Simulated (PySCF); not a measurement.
## Trend along the chalcogens: MSn molecules

CCSD(T) with double-zeta basis sets in PySCF, for the lowest determinant that a PBE0 search found; no spin–orbit coupling. De refers to high-spin ground-configuration atoms.

| M | basis | reference, frozen orbitals | state (unpaired electrons) | Re (Å) | ωe (cm⁻¹) | De (eV) |
| --- | --- | --- | --- | --- | --- | --- |
| O | cc-pVDZ-PP/cc-pVDZ | RHF, 5 | singlet (closed shell) | 1.878 | 769 | 4.77 |
| S | def2-SVP | RHF, 9 | singlet (closed shell) | 2.249 | 471 | 4.39 |
| Te | def2-SVP | RHF, 8 | singlet (closed shell) | 2.572 | 253 | 3.61 |

The row for M = Se is missing. Estimate Re, ωe and De as the mean of the rows for S and Te, and compare with the calculation.

The means are 2.410 Å, 362 cm⁻¹ and 4.00 eV. RHF-CCSD(T) in def2-SVP gives SnSe as a singlet (closed shell) with Re = 2.370 Å, ωe = 320 cm⁻¹, De = 4.13 eV, so the estimate is off by +4.1 pm, +13 % and -0.13 eV.

The rows differ in basis set, which adds steps of its own.

Correlated steps freeze the inner cores (5 to 13 orbitals); shallow outer-core shells are correlated. Correlated levels converge slowly with the basis: in double zeta they bind strong bonds too weakly, by up to about 1 eV, and carry superposition errors of some tenths. Spin–orbit coupling is left out, which matters for elements this heavy, above all for dissociation energies. Where the molecule has an RHF reference, its open-shell atoms are computed with UHF. The CCSD T1 diagnostic is raised in SnO, SnS, SnTe, a sign that a single reference may not be enough there.
